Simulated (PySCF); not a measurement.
F5Nb, SMILES [F][Nb+]([F])([F])([F])[F] (connectivity only; charge and spin as stated), charge +1, multiplicity 2. Atoms are numbered in the order given.

```xyz
6

Nb    -0.0007     0.2187     0.0000
F      0.0195    -2.2839     0.0000
F     -0.1723     1.9959     0.0000
F      0.9223    -0.1545     1.4897
F     -1.6888    -0.3992     0.0000
F      0.9223    -0.1545    -1.4897
```
Charge +1, spin multiplicity 2.

Geometry optimised at PBE0-D3(BJ)/def2-SVP. The spin state was assumed, not searched. The def2 effective core potentials stand for the cores of Nb; spin–orbit coupling is left out.

These are PBE/def2-TZVP run with PySCF values and carry that method's errors.

ESP charges are fitted to the potential on shells at 1.4 to 2.0 van der Waals radii. Atomic charges (e):

```
atom  Mulliken  ESP fit  Mulliken spin
----  --------  -------  -------------
Nb1       1.87      ___          -0.01
F2        0.06      ___           0.96
F3       -0.23      ___           0.00
F4       -0.23      ___           0.00
F5       -0.23      ___           0.05
F6       -0.23      ___           0.00
```

Question: Some entries are withheld; supply them. (An estimate is asked for; the answer gives what the named calculation found.)

Answer: 
- Nb1, ESP fit: 1.49
- F2, ESP fit: 0.07
- F3, ESP fit: -0.13
- F4, ESP fit: -0.15
- F5, ESP fit: -0.13
- F6, ESP fit: -0.15
